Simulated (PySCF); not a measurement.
C$_{4}$F$_{5}$, doublet (typed; the unrestricted solution is spin-contaminated), geometry from GFN2-xTB; HF/STO-3G (PySCF).

The PySCF input:
```python
from pyscf import gto, scf

mol = gto.Mole()
mol.atom = '''
    F    -0.105085    2.298875    0.458420
    C     0.066113    1.023639    0.184984
    C     1.141268    0.208469   -0.153520
    F     2.419476    0.441951   -0.325461
    C     0.367972   -0.944347   -0.243376
    F     0.586646   -2.210911   -0.523199
    C    -0.892854   -0.163092    0.120104
    F    -1.501143   -0.506483    1.269069
    F    -1.854893   -0.106544   -0.817625
'''
mol.basis = 'sto-3g'
mol.charge = 0
mol.spin = 1
mol.verbose = 4
mol.build()

mf = scf.UHF(mol)
mf.kernel()
```

Output, abridged:

```
PySCF version 2.14.0

[INPUT] verbose = 4
[INPUT] num. atoms = 9
[INPUT] num. electrons = 69
[INPUT] charge = 0
[INPUT] spin (= nelec alpha-beta = 2S) = 1
[INPUT] symmetry False subgroup None
[INPUT] Mole.unit = angstrom
[INPUT] Symbol           X                Y                Z      unit          X                Y                Z       unit  Magmom
[INPUT]  1 F     -0.105085000000   2.298875000000   0.458420000000 AA   -0.198581869800   4.344244144610   0.866288250023 Bohr   0.0
[INPUT]  2 C      0.066113000000   1.023639000000   0.184984000000 AA    0.124935463273   1.934397360424   0.349569097427 Bohr   0.0
[INPUT]  3 C      1.141268000000   0.208469000000  -0.153520000000 AA    2.156683954730   0.393949315462  -0.290110754643 Bohr   0.0
[INPUT]  4 F      2.419476000000   0.441951000000  -0.325461000000 AA    4.572147004958   0.835166350478  -0.615032154227 Bohr   0.0
[INPUT]  5 C      0.367972000000  -0.944347000000  -0.243376000000 AA    0.695366301508  -1.784557196555  -0.459913985292 Bohr   0.0
[INPUT]  6 F      0.586646000000  -2.210911000000  -0.523199000000 AA    1.108600272072  -4.178016275788  -0.988702818646 Bohr   0.0
[INPUT]  7 C     -0.892854000000  -0.163092000000   0.120104000000 AA   -1.687249529222  -0.308199213108   0.226963666465 Bohr   0.0
[INPUT]  8 F     -1.501143000000  -0.506483000000   1.269069000000 AA   -2.836749143808  -0.957114156748   2.398192843176 Bohr   0.0
[INPUT]  9 F     -1.854893000000  -0.106544000000  -0.817625000000 AA   -3.505239760373  -0.201338980216  -1.545087322598 Bohr   0.0

nuclear repulsion = 465.461372486252
number of shells = 27
number of NR pGTOs = 135
number of NR cGTOs = 45
basis = sto-3g
ecp = {}

******** <class 'pyscf.scf.uhf.UHF'> ********
method = UHF
initial guess = minao
damping factor = 0
level_shift factor = 0
DIIS = <class 'pyscf.scf.diis.CDIIS'>
diis_start_cycle = 1
diis_space = 8
diis_damp = 0
SCF conv_tol = 1e-09
SCF conv_tol_grad = None
SCF max_cycles = 50
direct_scf = True
direct_scf_tol = 1e-13
number electrons alpha = 35  beta = 34
Set gradient conv threshold to 3.16228e-05
init E= -641.856058182761

cycle= 1 E= -639.37272389805  delta_E= 2.48  |g|= 0.651  |ddm|= 3.22
cycle= 2 E= -639.649239831169  delta_E= -0.277  |g|= 0.268  |ddm|= 1.18
cycle= 3 E= -639.698540201331  delta_E= -0.0493  |g|= 0.0685  |ddm|= 0.376
cycle= 4 E= -639.708837287933  delta_E= -0.0103  |g|= 0.0357  |ddm|= 0.197
cycle= 5 E= -639.712917851849  delta_E= -0.00408  |g|= 0.019  |ddm|= 0.136
cycle= 6 E= -639.714187145614  delta_E= -0.00127  |g|= 0.00539  |ddm|= 0.11
cycle= 7 E= -639.714239441163  delta_E= -5.23e-05  |g|= 0.00225  |ddm|= 0.0163
cycle= 8 E= -639.714250204302  delta_E= -1.08e-05  |g|= 0.000805  |ddm|= 0.00962
cycle= 9 E= -639.714251683038  delta_E= -1.48e-06  |g|= 0.000247  |ddm|= 0.00334
cycle= 10 E= -639.714251820737  delta_E= -1.38e-07  |g|= 8.67e-05  |ddm|= 0.00103
cycle= 11 E= -639.714251836207  delta_E= -1.55e-08  |g|= 2.95e-05  |ddm|= 0.000379
cycle= 12 E= -639.714251838024  delta_E= -1.82e-09  |g|= 1.32e-05  |ddm|= 0.000113
cycle= 13 E= -639.714251838372  delta_E= -3.48e-10  |g|= 4.89e-06  |ddm|= 4.4e-05
Extra cycle  E= -639.714251838405  delta_E= -3.25e-11  |g|= 2.99e-06  |ddm|= 8.1e-06
converged SCF energy = -639.714251838405  <S^2> = 1.0375831  2S+1 = 2.2694343
```
